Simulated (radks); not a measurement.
The numbers below are computed, except where a source is named.
Numerical settings for neutral manganese, [Ar] 3d5 4s2. Level of theory: scalar-relativistic Kohn-Sham, LDA (Slater exchange, Perdew-Wang correlation), spin-polarised, spherical densities, point nucleus; open shells are filled with parallel spins first (a radial shooting solver on a logarithmic mesh with Libxc functionals). The defaults (mesh step 0.008 in ln r, mesh end at 40 bohr or more with all orbitals vanishing there, Anderson mixing 0.5 over 9 steps, residual threshold near 1e-9 with the energy settled to 1e-9 hartree or 1e-11 of itself, here a cap of 60 iterations) give E = -1156.3345 hartree and 4s at -4.649 eV in 14 iterations. Run on one thread of a shared host, so times are rough (Arm Neoverse V1): 0.16 s of CPU time, 0.16 s wall, 14 iterations on 2669 mesh points. Changes against that run (0 stands for a change within the tolerance of the run):

setting,iterations,converged,E (mhartree),e(4s) (meV),CPU (s)
mesh step in ln r 0.2,2,no,diverged,-,0.01
mesh step in ln r 0.005,14,yes,0,0,0.24
mesh step in ln r 0.02,14,yes,0,0,0.07
mesh end (bohr) 12,14,yes,+0.0376,+3.83,0.15
mesh end (bohr) 2,13,level above zero,+8.86e+03,+1.05e+05,0.11
residual threshold 0.01,9,yes,0,-0.259,0.12
residual threshold 1e-05,10,yes,0,-0.0774,0.13
mixing 0.05,19,yes,0,0,0.2
"linear mixing, mixing 0.2",60,no,0,0,0.5
"linear mixing, mixing 0.05",60,no,+0.631,-168,0.58
mixing history 20,19,yes,0,0,0.19
iteration cap 3,3,no,+2.27,+134,0.05

Settled on a wrong energy, with an occupied level pushed above zero by the early mesh end: mesh end (bohr) 2 (+8.86 hartree). Apart from these: no run marked as converged misses the energy by more than 1 mhartree. A mesh that ends early acts as a hard wall.
